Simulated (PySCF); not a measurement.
## Assignment exercise: C$_{6}$H$_{15}$NSi

Atoms are numbered as in `[CH2:1]=[N:2][Si@H:3]([CH3:4])[C:5]([CH3:6])([CH3:7])[CH3:8]` (H(Xn): hydrogen on atom n). Ha(C1) is cis to Si3; Hb(C1) is trans to Si3.

PySCF calculation with shielding tensors at PBE0/pcSseg-1 (GIAO) and GFN2-xTB structure; no relativistic terms, isolated molecule, a single conformation, equivalent nuclei averaged.

δ = σ(ref) − σ, references computed at the same level: ¹³C, ¹H vs TMS.

Task: Assign these signals to the numbered atoms. ¹³C{¹H} NMR (computed): δ 171.3, 27.7, 20.9, -4.6.

Result: 
| δ (ppm) | atoms | environment | reason |
| --- | --- | --- | --- |
| 171.3 | C1 | C=N carbon | – |
| 27.7 | C6/C7/C8 | methyl carbon | aliphatic region, no heteroatom directly attached |
| 20.9 | C5 | fully substituted sp3 carbon bonded to Si | – |
| -4.6 | C4 | methyl carbon bonded to Si | an electropositive neighbour leaves it electron-rich and shielded |

Task: Assign these signals to the numbered atoms. ¹H NMR (500 MHz, computed): δ 8.78 (m, 1H), 8.70 (m, 1H), 4.77 (q, 1H), 0.97 (s, 9H), 0.24 (d, 3H).

Result: 
```tsv
δ (ppm)	atoms	environment	reason
8.78	Ha(C1)	hydrogen on a C=N carbon	–
8.70	Hb(C1)	hydrogen on a C=N carbon	–
4.77	H(Si3)	hydrogen on a silicon bonded to 2 C, N	–
0.97	H(C6)/H(C7)/H(C8)	hydrogen on a methyl carbon	–
0.24	H(C4)	hydrogen on a methyl carbon bonded to Si	an electropositive neighbour shields it, as in TMS itself
```

Ha(C1) and Hb(C1) lie closer than the usual error of such a calculation, so a measured spectrum could show them in the other order.

Shifts are as computed. Against solution values, carbons near 30 ppm lie about +3 ppm off and those near 130 ppm about +5 ppm. Of 1309 compounds with measured shifts, 239 miss one by over three times the rms of a fit or turn the order of signals round; such compounds aren't used in these exercises. No couplings were computed; multiplicities are counted from neighbouring protons, with m where these are inequivalent, close in shift, in a saturated or five-membered ring or joined by F or P, and br s for small geminal =CH2 splittings.
